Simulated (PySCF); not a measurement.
Isomers of C5H11FSi, mass 118.061 u with the commonest isotopes. Computed with CAM-B3LYP/def2-SVPD in PySCF (dipole) on a GFN2-xTB geometry, gas phase. One conformer each, none proved a minimum here; rigid rotors.

Question: Order these by radius of gyration √(Σ m r²/M), largest first.
A. `[CH3:1][CH:2]([CH3:3])[C@@H:4]1[SiH2:5][C@H:6]1[F:7]` with C1–C2–C4–Si5 -81°
B. `[CH3:1][C@@H:2]1[SiH2:3][CH2:4][CH2:5][C@@H:6]1[F:7]` with C1–C2–Si3–C4 -142°, C2–Si3–C4–C5 -8°, Si3–C4–C5–C6 33°, C4–C5–C6–F7 68°
C. `[CH3:1][CH:2]([CH3:3])[C@@H:4]1[SiH2:5][C@@H:6]1[F:7]` with C1–C2–C4–Si5 -81°
D. `[CH3:1][CH2:2][C@H:3]1[CH2:4][Si@@H:5]([F:6])[CH2:7]1` with C1–C2–C3–C4 68°, C2–C3–C4–Si5 133°, C3–C4–Si5–F6 -121°, C4–Si5–C7–C3 9°, C2–C3–C7–Si5 -134°
E. `[CH3:1][C:2]1([CH3:3])[CH2:4][C@H:5]([F:6])[SiH2:7]1` with C1–C2–C4–C5 -134°, C2–C4–C5–F6 134°, C4–C5–Si7–C2 -11°, C1–C2–Si7–C5 128°
F. `[CH2:1]=[C:2]([F:3])[CH2:4][SiH2:5][CH2:6][CH3:7]` with C1–C2–C4–Si5 98°, C2–C4–Si5–C6 52°, C4–Si5–C6–C7 178°

Answer: F (2.143 Å), D (2.104 Å), A (2.029 Å), C (1.952 Å), E (1.886 Å), B (1.778 Å).

Question: Order these by dipole moment, largest first.
A. `[CH3:1][CH2:2][C@H:3]1[CH2:4][Si@@H:5]([F:6])[CH2:7]1` with C1–C2–C3–C4 68°, C2–C3–C4–Si5 133°, C3–C4–Si5–F6 -121°, C4–Si5–C7–C3 9°, C2–C3–C7–Si5 -134°
B. `[CH2:1]=[C:2]([F:3])[CH2:4][SiH2:5][CH2:6][CH3:7]` with C1–C2–C4–Si5 98°, C2–C4–Si5–C6 52°, C4–Si5–C6–C7 178°
C. `[CH3:1][CH:2]([CH3:3])[C@@H:4]1[SiH2:5][C@H:6]1[F:7]` with C1–C2–C4–Si5 -81°

Answer: C (2.13 D), A (1.89 D), B (1.09 D).

Question: Order these by rotational constant A, smallest first.
A. `[CH3:1][C:2]1([CH3:3])[CH2:4][C@H:5]([F:6])[SiH2:7]1` with C1–C2–C4–C5 -134°, C2–C4–C5–F6 134°, C4–C5–Si7–C2 -11°, C1–C2–Si7–C5 128°
B. `[CH3:1][CH2:2][C@H:3]1[CH2:4][Si@@H:5]([F:6])[CH2:7]1` with C1–C2–C3–C4 68°, C2–C3–C4–Si5 133°, C3–C4–Si5–F6 -121°, C4–Si5–C7–C3 9°, C2–C3–C7–Si5 -134°
C. `[CH3:1][CH:2]([CH3:3])[C@@H:4]1[SiH2:5][C@H:6]1[F:7]` with C1–C2–C4–Si5 -81°
D. `[CH3:1][CH:2]([CH3:3])[C@@H:4]1[SiH2:5][C@@H:6]1[F:7]` with C1–C2–C4–Si5 -81°
E. `[CH2:1]=[C:2]([F:3])[CH2:4][SiH2:5][CH2:6][CH3:7]` with C1–C2–C4–Si5 98°, C2–C4–Si5–C6 52°, C4–Si5–C6–C7 178°
F. `[CH3:1][C@@H:2]1[SiH2:3][CH2:4][CH2:5][C@@H:6]1[F:7]` with C1–C2–Si3–C4 -142°, C2–Si3–C4–C5 -8°, Si3–C4–C5–C6 33°, C4–C5–C6–F7 68°

Answer: F (2617 MHz), D (2831 MHz), C (2928 MHz), A (3264 MHz), E (3515 MHz), B (5067 MHz).

```tsv
SMILES	point group	Ia (u·Å²)	Ib (u·Å²)	Ic (u·Å²)	κ	μa (D)	μb (D)	μc (D)
CC[C@H]1C[Si@@H](F)C1	C1	99.74	462.37	483.64	-0.98	1.43	0.47	1.15
CC(C)[C@@H]1[SiH2][C@@H]1F	C1	178.53	299.56	421.21	-0.40	0.04	1.58	0.88
C=C(F)C[SiH2]CC	C1	143.77	437.10	503.82	-0.88	0.36	1.02	0.08
CC(C)[C@@H]1[SiH2][C@H]1F	C1	172.63	333.42	466.22	-0.53	1.28	1.59	0.63
C[C@@H]1[SiH2]CC[C@@H]1F	C1	193.14	222.07	331.05	0.37	0.51	0.35	1.67
CC1(C)C[C@H](F)[SiH2]1	C1	154.85	328.57	356.71	-0.87	2.01	0.45	0.69
```
